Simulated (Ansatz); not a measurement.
The same molecule with X = Si, Ge, Sn. Ansatz, PBE0-D4/def2-TZVP geometries, multiplicity 1. Each molecule was computed in one conformer, which needn't be the lowest.

Elements past krypton have def2 core potentials. Scalar relativity is left out up to krypton.

| X | molecule | mean X–Br bond length / Å | mean X–N bond length / Å | zero-point energy (PBE0-D4/def2-TZVP) / kJ/mol | LUMO energy (B3LYP/def2-TZVPP) / eV | size of the dipole moment (ωB97M-V/def2-TZVPP) / D |
| --- | --- | --- | --- | --- | --- | --- |
| Ge | `[NH2][Ge][Br]` | 2.372 | 1.811 | 69.7 | -2.12 | 3.06 |
| Sn | `[NH2][Sn][Br]` | 2.543 | 2.005 | 67.3 | -2.38 | 3.32 |

**Question.** Give the row for X = Si, `N[Si]Br`. (Estimate.)

**Answer.** Ansatz gave: 
```
 X   molecule  mean X–Br bond length / Å  mean X–N bond length / Å  zero-point energy (PBE0-D4/def2-TZVP) / kJ/mol  LUMO energy (B3LYP/def2-TZVPP) / eV  size of the dipole moment (ωB97M-V/def2-TZVPP) / D
Si  `N[Si]Br`                      2.280                     1.700                                            72.4                                -1.85                                                2.91
```

From Si to Sn the mean X–Br bond length rises at each step, by 0.263 Å in all; the mean X–N bond length rises at each step, by 0.305 Å in all; the zero-point energy (PBE0-D4/def2-TZVP) falls at each step, by 5.1 kJ/mol in all; the LUMO energy (B3LYP/def2-TZVPP) falls at each step, by 0.53 eV in all. Bonds lengthen as the atom grows down the group. Dipoles are sizes alone, and their direction can turn along the series.

B3LYP here is the variant with VWN-RPA as its local correlation; programs differ in this.
